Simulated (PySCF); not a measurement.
Atomic charges against the basis set

Compound: (CH3)3CCF2CH3, C6H12F2.
SMILES with atom numbers: `[CH3:1][C:2]([CH3:3])([CH3:4])[C:5]([CH3:6])([F:7])[F:8]` (hydrogens: H9, H10, H11 on C1; H12, H13, H14 on C3; H15, H16, H17 on C4; H18, H19, H20 on C6)

PBE0 throughout (PySCF), one geometry, spherical d and f functions. Geometry: PBE0-D3(BJ)/def2-SVP; no solvent, vibrations or thermal averaging. Atoms taken as equivalent share a column and are averaged.

Mulliken charges (e):

| basis | functions | C1/C3/C4 | C2 | C5 | C6 | F7/F8 | H9 (×9) | H18/H19/H20 |
| --- | --- | --- | --- | --- | --- | --- | --- | --- |
| STO-3G | 52 | -0.234 | +0.011 | +0.228 | -0.262 | -0.126 | +0.079 | +0.090 |
| pcSseg-0 | 96 | -0.507 | -0.704 | +0.708 | -0.636 | -0.360 | +0.235 | +0.253 |
| 6-31G | 96 | -0.479 | -0.106 | +0.597 | -0.527 | -0.328 | +0.172 | +0.192 |
| 6-31G* | 136 | -0.534 | -0.056 | +0.752 | -0.607 | -0.347 | +0.180 | +0.196 |
| cc-pVDZ | 172 | +0.003 | -0.426 | +0.304 | -0.020 | -0.213 | +0.043 | +0.058 |
| def2-SVP | 172 | +0.007 | -0.435 | +0.340 | -0.022 | -0.235 | +0.044 | +0.057 |
| 6-311+G(2d,p) | 288 | -0.630 | +0.549 | +0.447 | -0.438 | -0.319 | +0.162 | +0.171 |
| aug-cc-pVDZ | 292 | +1.303 | -3.530 | +1.504 | +0.338 | -0.609 | -0.096 | -0.047 |
| def2-TZVP | 320 | -0.424 | +0.080 | +0.410 | -0.436 | -0.202 | +0.133 | +0.141 |

IAO charges (e):

| basis | functions | C1/C3/C4 | C2 | C5 | C6 | F7/F8 | H9 (×9) | H18/H19/H20 |
| --- | --- | --- | --- | --- | --- | --- | --- | --- |
| STO-3G | 52 | -0.388 | -0.026 | +0.300 | -0.430 | -0.148 | +0.132 | +0.142 |
| pcSseg-0 | 96 | -0.417 | -0.006 | +0.518 | -0.459 | -0.291 | +0.143 | +0.163 |
| 6-31G | 96 | -0.435 | +0.030 | +0.522 | -0.465 | -0.299 | +0.147 | +0.165 |
| 6-31G* | 136 | -0.413 | +0.026 | +0.569 | -0.446 | -0.309 | +0.138 | +0.155 |
| cc-pVDZ | 172 | -0.414 | +0.029 | +0.568 | -0.447 | -0.310 | +0.138 | +0.155 |
| def2-SVP | 172 | -0.403 | +0.023 | +0.568 | -0.437 | -0.311 | +0.135 | +0.153 |
| 6-311+G(2d,p) | 288 | -0.426 | +0.028 | +0.572 | -0.456 | -0.319 | +0.143 | +0.161 |
| aug-cc-pVDZ | 292 | -0.425 | +0.030 | +0.573 | -0.454 | -0.319 | +0.143 | +0.160 |
| def2-TZVP | 320 | -0.426 | +0.027 | +0.579 | -0.457 | -0.320 | +0.143 | +0.161 |

Some averages cover members that differ in this geometry, most widely: C1/C3/C4, Mulliken in aug-cc-pVDZ +1.243 to +1.421; H9 (×9), Mulliken in aug-cc-pVDZ -0.163 to -0.049; C1/C3/C4, Mulliken in 6-311+G(2d,p) -0.696 to -0.597; H18/H19/H20, Mulliken in aug-cc-pVDZ -0.095 to -0.021 e.

Task: Which scheme is steadiest as the basis changes?

Result: Largest range over the bases for any column: IAO 0.28 e, Mulliken 4.08 e. IAO charges move least and Mulliken charges most, counted in e. Without the minimal STO-3G basis the ranges are IAO 0.06, Mulliken 4.08 e.

Task: How much do the charges still move between the two largest bases, aug-cc-pVDZ and def2-TZVP?

Result: At most, over all atoms: Mulliken 3.610 e, IAO 0.006 e.

Task: What do the same runs give for the total energy, the frontier levels and the dipole moment?

Result: 
| basis | energy (Eh) | HOMO (eV) | LUMO (eV) | μ (D) |
| --- | --- | --- | --- | --- |
| STO-3G | -429.4314 | -4.81 | 8.57 | 1.19 |
| pcSseg-0 | -434.1134 | -8.96 | 1.88 | 2.32 |
| 6-31G | -434.9905 | -8.74 | 2.38 | 2.31 |
| 6-31G* | -435.0850 | -8.55 | 2.46 | 1.85 |
| cc-pVDZ | -435.1142 | -8.67 | 1.70 | 1.95 |
| def2-SVP | -434.7739 | -8.79 | 1.61 | 2.04 |
| 6-311+G(2d,p) | -435.2267 | -8.91 | 0.22 | 2.18 |
| aug-cc-pVDZ | -435.1461 | -8.86 | -0.12 | 2.13 |
| def2-TZVP | -435.2642 | -8.85 | 1.01 | 2.07 |

The dipole is fixed by the density alone, so its range of 1.13 D shows that the density itself changes with the basis, not only its division among atoms.
